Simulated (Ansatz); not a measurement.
Two isomers of CH5BFNSi: A = `FBC1N[SiH2]1`, B = `C=NB(F)[SiH3]`.

Computed with Ansatz on PBE0-D4/def2-TZVP structures; ΔE is electronic, products minus reactants. CCSD(T)/CBS adds triple-zeta CCSD(T) − MP2 to the extrapolated MP2 energy (def2 sets, frozen cores). DFT in def2-TZVPP. B3LYP here is the variant with VWN-RPA as its local correlation; programs differ in this. Each species was taken in one conformer, which may not be the lowest.

Question: Which isomer does CCSD(T)/CBS put lower? Give the gap. (An estimate is asked.)

Answer: The calculation gave: B, by 52.4 kJ/mol.

Question: Give E(B) − E(A) in kJ/mol with PBE0-D4, B3LYP-D4, MP2/def2-TZVPP, CCSD(T)/def2-TZVPP, r2SCAN-D4, CCSD/def2-TZVPP, ωB97M-V. (An estimate is asked.)

Answer: The calculation gave: PBE0-D4 -54.0, B3LYP-D4 -73.5, MP2/def2-TZVPP -41.0, CCSD(T)/def2-TZVPP -58.6, r2SCAN-D4 -55.5, CCSD/def2-TZVPP -59.9, ωB97M-V -50.1. None reverses the order clearly.

Largest T1 diagnostic: 0.015.

In def2-TZVPP, CCSD(T) changes the Hartree–Fock value by +22.6 kJ/mol (the triples alone add +1.3 kJ/mol) and MP2 by +40.2 kJ/mol. From PBE to PBE0 (25 % exact exchange), in def2-TZVPP and without D4, E(B) − E(A) moves by +9.5 kJ/mol.
